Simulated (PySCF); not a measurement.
Mapped SMILES: `[F:1][B:2]1[S:3][CH:4]=[C:5]([F:6])[S:7]1`. Each H is labelled by its parent atom.

Geometry: PBE0-D3(BJ)/def2-SVP; GIAO shifts from PySCF 2.14.0 with density-fitted response routines, gas phase, non-relativistic, averaged over equivalent atoms.

At PBE0/cc-pVDZ (111 basis functions):
| atoms | δ (ppm) |
| --- | --- |
| F1 | -72.6 |
| F6 | -85.9 |
| B2 | 46.4 |
| S7 | 71.6 |
| S3 | 57.8 |
| C5 | 156.6 |
| C4 | 100.0 |
| H(C4) | 5.50 |

δ = σ(ref) − σ, references computed at the same level: $^{19}$F (200.93 ppm) against CFCl3; $^{11}$B (113.82 ppm) vs BF3·OEt2; CS2 for $^{33}$S (548.96 ppm); TMS for $^{13}$C (196.75 ppm) and $^{1}$H (31.29 ppm).

Task: Estimate the result of repeating the calculation with PBE0/6-311+G(2d,p).

Result: 
```csv
atoms,"δ at PBE0/6-311+G(2d,p)",change
F1,-100.2,-27.6
F6,-103.7,-17.8
B2,46.1,-0.3
S7,109.7,+38.1
S3,89.0,+31.2
C5,160.7,+4.1
C4,102.8,+2.8
H(C4),5.83,+0.33
```

Chemical shifts δ = σref − σ; $^{19}$F (174.75 ppm) against CFCl3; $^{11}$B (102.42 ppm) vs BF3·OEt2; CS2 for $^{33}$S (507.15 ppm); $^{13}$C (186.44 ppm) and $^{1}$H (31.51 ppm) vs TMS, all at this level.

The largest change is at S7 (sulfur bonded to C, B, in a 5-membered ring). Cost: 211 basis functions.

Unscaled 19F shifts against computed CFCl3 carry errors that often reach 10 to 50 ppm.
